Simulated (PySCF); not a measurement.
tert-butylthiol (C4H10S), SMILES CC(C)(C)S.

Geometry optimised at PBE0-D3(BJ)/def2-SVP. Other conformers were not sampled.

Calculation: TDA-M06-2X/def2-SVPD in PySCF.

Vertical excitations. The molecule is in vacuum. State labels are in the subgroup Cs.

| state | symmetry | energy (eV) | λ (nm) | f | main pairs |
|---|---|---|---|---|---|
| S1 | A" | 5.35 | 232 | 0.003 | HOMO→LUMO+1 44 %, HOMO→LUMO 25 %, HOMO→LUMO+3 13 %, HOMO→LUMO+2 9 % |
| S2 | A" | 6.18 | 201 | 0.039 | HOMO→LUMO 55 %, HOMO→LUMO+1 37 % |
| S3 | A" | 7.13 | 174 | 0.022 | HOMO→LUMO+2 78 % |
| S4 | A" | 7.44 | 167 | 0.004 | HOMO→LUMO+3 75 % |
| S5 | A' | 7.71 | 161 | 0.033 | HOMO→LUMO+4 91 % |
| S6 | A' | 8.03 | 154 | 0.008 | HOMO−1→LUMO 64 %, HOMO−1→LUMO+1 13 % |
| S7 | A" | 8.05 | 154 | 0.066 | HOMO→LUMO+5 57 %, HOMO→LUMO+7 15 % |
| S8 | A' | 8.34 | 149 | 0.101 | HOMO→LUMO+6 88 % |
| S9 | A" | 8.40 | 148 | 0.011 | HOMO→LUMO+7 48 %, HOMO→LUMO+5 27 %, HOMO→LUMO+8 13 % |
| S10 | A' | 8.51 | 146 | 0.195 | HOMO−1→LUMO+1 51 %, HOMO−1→LUMO 23 %, HOMO→LUMO+9 9 % |
| T1 | A" | 4.97 | 250 | 0 | HOMO→LUMO+1 45 %, HOMO→LUMO 20 %, HOMO→LUMO+3 14 %, HOMO→LUMO+2 9 % |
| T2 | A" | 5.87 | 211 | 0 | HOMO→LUMO 46 %, HOMO→LUMO+1 31 %, HOMO→LUMO+10 8 % |
| T3 | A' | 7.01 | 177 | 0 | HOMO−1→LUMO+1 49 %, HOMO−1→LUMO 14 %, HOMO−1→LUMO+3 11 % |
| T4 | A" | 7.02 | 177 | 0 | HOMO→LUMO+2 35 %, HOMO→LUMO 23 %, HOMO→LUMO+5 10 %, HOMO→LUMO+8 9 % |
Triplets are in the Tamm–Dancoff approximation.
